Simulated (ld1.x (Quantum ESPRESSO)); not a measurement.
W, ultrasoft: configuration errors across variants

ld1.x (Quantum ESPRESSO) 7.5 input, shortened:

```
&input
   title='W', zed=74., rel=2, dft='PBE', iswitch=3,
   config='[Xe] 4f14 5d4 6s2 6p0', rel_dist='average'
 /
 &inputp
   pseudotype=3, tm=.true., lloc=-1, rcloc=1.90,
   nlcc=.true., new_core_ps=.true.
 /
6
6S  1  0   2.00   0.00  2.50  2.90  0.0
6S  1  0   0.00   1.20  2.50  2.90  0.0
6P  2  1   0.00   0.00  2.40  2.55  0.0
6P  2  1   0.00   2.50  2.40  2.55  0.0
5D  3  2   4.00   0.00  2.50  2.90  0.0
5D  3  2   0.00   0.05  2.50  2.90  0.0
 &test
   configts(1)='5d4 6s2 6p0'
 /
```

Open shells are filled in proportion to 2j + 1 (rel_dist='average').

All-electron excitation energies from the reference (eV): (1) 5d4 6s1 6p0 8.888; (2) 5d4 6s0 6p0 24.570; (3) 5d3 6s0 6p0 49.942.

2 further variants failed, have other tests or another functional or relativity, and are left out.

A true bound ghost makes a file unfit for plane-wave use even where its test errors are small: the radial tests pick states by their node count and pass the ghost by.

Errors AE − PS in meV (a dash: test not solved or not reliable):

```csv
change,(1),(2),(3),bound ghosts
base,-12,-63,-111,"p1/2, s, p3/2"
local potential all-electron potential smoothed inside 2.40 bohr (lloc = -1),–,–,–,p3/2
"waves 6p (bound): rcut 2.40, rcutus 3.48 bohr; 6p channel at 2.5 Ry: rcut 2.40, rcutus 3.48 bohr",-12,-63,-111,s
"wave 6p channel at 2.5 Ry: rcut 2.40, rcutus 2.55 bohr becomes 6p channel at 0.59 Ry: rcut 2.40, rcutus 2.55 bohr",-12,-63,-111,"s, p1/2, p3/2"
"waves 5d (bound): rcut 2.50, rcutus 3.00 bohr; 5d channel at 0.05 Ry: rcut 2.50, rcutus 3.00 bohr",-12,-63,-113,"p1/2, s, p3/2"
local potential all-electron potential smoothed inside 2.46 bohr (lloc = -1),–,–,–,p3/2
```

Give the same row for: waves 6s (bound): rcut 2.50, rcutus 3.26 bohr; 6s channel at 1.2 Ry: rcut 2.50, rcutus 3.26 bohr.

-13, -63, -111; bound ghosts: s, p1/2, p3/2.
